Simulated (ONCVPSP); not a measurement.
# Before and after: ONCV potential for nitrogen (N)

N, optimised norm-conserving Vanderbilt (ONCV), made with ONCVPSP 4.0.1 (PBE, scalar-relativistic). Core [He], reference 2s1.5 2p3.5. Waves: 2s: rc 1.10 bohr, ncon 4, nbas 8, qcut 7.6 1/bohr, 2 projectors, debl 1.3 Ha; 2p: rc 2.40 bohr, ncon 4, nbas 8, qcut 5.8 1/bohr, 2 projectors, debl 2.2 Ha. Local part: polynomial inside 0.85 bohr (lpopt 3, dvloc0 -1 Ha). Core correction: Teter function, fcfact 4.75, rcfact 1.65.

All-electron outer shells of the reference configuration (PBE, scalar-relativistic, ld1.x):

```
shell  level (eV)  outermost node (bohr)  outermost maximum (bohr)
   1s     -385.14                      –                      0.15
   2s      -18.81                   0.32                      1.02
   2p       -7.30                      –                      0.97
```

Change: s: qcut 5.9.

Cutoffs: the cutoffs (Ha) at which the residual kinetic energy of the hardest occupied pseudo-wave falls to 1 and 0.1 mHa per electron; they do not see the model core or the augmentation charge, which bear on the density cutoff. Errors are all-electron minus pseudo energies relative to the spin-unpolarised reference configuration.

Q: What does the change do?

A: The potential gets harder (24 Ha and 46 Ha → 41 Ha and 134 Ha); the errors of the 3 common tests hardly move; neither file shows a bound ghost.

```csv
quantity,base,changed
"cutoff, loose",24 Ha,41 Ha
"cutoff, tight",46 Ha,134 Ha
loose cutoff by channel,"s 24 Ha, p 12 Ha","s 41 Ha, p 12 Ha"
bound ghosts,none,none
GHOST(+) flags under 300 eV,none,none
tests with a reliable result,3 of 4,3 of 4
"error for 2s2 2p3, meV [ΔE -5.75 eV]",-8.2,-9.1
"error for 2s2 2p2, meV [ΔE 7.84 eV]",+226,+227
"error for 2s2 2p1, meV [ΔE 36.69 eV]",+1244,+1252
s: phases at 1.12 bohr within 0.05 rad from the reference energy up to (Ha; the scan ends near 5),to the end of the scan,to the end of the scan
p: phases at 2.43 bohr within 0.05 rad from the reference energy up to (Ha; the scan ends near 5),4.0,4.0
"rms error of d²Exc/dni dnj with the model core, mHa",1.97,2.27
```
